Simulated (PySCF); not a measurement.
**Static response to an electric field**

Compound: C4H4FNS.
SMILES with atom numbers: `[N:1]#[C:2][C@:3]1([F:4])[CH2:5][CH2:6][S:7]1` (hydrogens: H8, H9 on C5; H10, H11 on C6)

Structure used (GFN2-xTB), in Å, numbered top down from 1:
```xyz
11
C4H4FNS angstrom
N      2.3190    1.2215   -1.4154
C      1.7168    0.6705   -0.6158
C      0.8862    0.0126    0.3636
F      1.6431   -0.7357    1.2217
C     -0.3166   -0.7505   -0.2118
C     -1.3865    0.2588    0.2054
S     -0.2092    1.2423    1.2168
H     -0.4168   -1.7049    0.3047
H     -0.2508   -0.9311   -1.2849
H     -2.2026   -0.1403    0.8022
H     -1.7771    0.8594   -0.6126
```

Level: PBE0/def2-SVPD (PySCF), static field, nuclei fixed, core orbitals frozen in the response. The polarisability tensor in these axes (au):

```
x   74.14  2.76 -8.45
y    2.76 64.04  1.13
z   -8.45  1.13 67.32
```

Problem. Give the principal values, the mean and the anisotropy Δα = √{½[(α1 − α2)² + (α2 − α3)² + (α1 − α3)²]}.

Solution. Principal values 60.03, 65.46 and 80.01 au; mean 68.50 au = 10.15 Å³ = 11.29 × 10⁻⁴⁰ C²·m²/J; Δα = 17.89 au (26 % of the mean).

Problem. What is the dipole moment, and where does it point?

Solution. (-3.79, -1.92, 0.25) D, 4.26 D in size, pointing from the negative to the positive side. Measured along this direction, the outermost atoms are N1 at the negative end and H10 at the positive end.

Problem. What depolarisation ratio follows for Rayleigh scattering of linearly polarised light, taking the static tensor?

Solution. ρ = 3Δα²/(45ᾱ² + 4Δα²) = 960.6/(211145 + 1280.8) = 0.00452.

Problem. Give the eigenvalues of the traceless quadrupole moment Θ = ½Σq(3rr − r²1), origin at the centre of nuclear charge.

Solution. -10.46, 2.82, 7.64 D·Å. The values depend on the origin, since the dipole doesn't vanish. The electronic extent ⟨r²⟩ about the same centre is 780 bohr², a root-mean-square distance of 1.91 Å for the 60 electrons.

Problem. Find the Langevin capture rate constant for H3+ (3.023 u) meeting this molecule (117.005 u), k = 2.342 × 10⁻⁹ cm³/s × √(α in Å³ / reduced mass in u).

Solution. The reduced mass is 2.95 u, so k = 4.35 × 10⁻⁹ cm³/s. The formula leaves out the permanent dipole, which adds to the capture rate.

Isolated species at its GFN2-xTB geometry (one conformer only).
